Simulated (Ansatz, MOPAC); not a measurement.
System: C₂H₇GeO₂ (charge +1, singlet). SMILES: C(=[OH+])([O][GeH3])C

Atoms: C1, C2, O3, O4, Ge5, H6, H7, H8, H9, H10, H11, H12. Bonds: C1-C2, C1-H6, C1-H7, C1-H8, C2-O3, C2-O4, O3-H9, O4-Ge5, Ge5-H10, Ge5-H11, Ge5-H12.

Bond lengths (Å) and angles (degrees) optimised at AM1 with MOPAC; PM3 with MOPAC; HF/3-21G with Ansatz (an electronic-structure program); B3LYP/6-31G* with LANL2DZ past Ar with Ansatz, each started from the B3LYP-D3(BJ)/def2-TZVP structure (Ansatz) of the last column. A row stands for all coordinates that are equal there; 11 of 25 kinds are shown. 6-31G* holds six Cartesian d functions. At AM1 the structure is a saddle point. At PM3 the structure is a saddle point.

| coordinate | AM1 | PM3 | HF/3-21G | B3LYP/6-31G* with LANL2DZ past Ar | B3LYP-D3(BJ)/def2-TZVP |
|---|---|---|---|---|---|
| C1-C2 | 1.478 | 1.484 | 1.489 | 1.491 | 1.483 |
| C1-H6 | 1.122 | 1.102 | 1.086 | 1.097 | 1.093 |
| C1-H7 | 1.123 | 1.102 | 1.086 | 1.097 | 1.094 |
| C1-H8 | 1.122 | 1.101 | 1.077 | 1.090 | 1.085 |
| C2-O3 | 1.339 | 1.319 | 1.303 | 1.311 | 1.306 |
| C2-O4 | 1.278 | 1.265 | 1.246 | 1.254 | 1.247 |
| O3-H9 | 0.978 | 0.954 | 0.971 | 0.977 | 0.971 |
| O4-Ge5 | 1.952 | 1.848 | 1.844 | 1.952 | 1.944 |
| C1-C2-O3 | 125.3 | 128.1 | 121.6 | 121.6 | 121.3 |
| C1-C2-O4 | 123.8 | 125.3 | 122.0 | 121.0 | 121.2 |
| O3-C2-O4 | 110.9 | 106.6 | 116.4 | 117.4 | 117.5 |

Mean signed difference of all 11 bond lengths from B3LYP-D3(BJ)/def2-TZVP: AM1 0.020 Å, PM3 -0.006 Å, HF/3-21G -0.012 Å, B3LYP/6-31G* with LANL2DZ past Ar 0.006 Å.
